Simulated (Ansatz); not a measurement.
Ansatz (an electronic-structure program) input:
A basis named .json is the Basis Set Exchange file of that set.

Ansatz 0.2 input:
```yaml
crystal:
  periodic: [false, false, false]
  atoms:
    - {symbol: In, position_ang: [-0.00000000, -0.00000000, -1.08152155]}
    - {symbol: Br, position_ang: [0.00000000, 0.00000000, 1.51413017]}
basis:
  gaussian:
    orbitals: def2-TZVPPD.json
total_charge: -1
magnetization: {spin_polarized: true, initial_magnetization: 1}
correlation: {method: ccsd_t, electrons: outside_noble_gas}
```

Which total energy does the run end on?

-2761.96949 Eh (CCSD(T)/def2-TZVPPD). The basis has 113 functions.

This state (charge -1, doublet) is run at the relaxed geometry of the species with charge 0 and multiplicity 1.
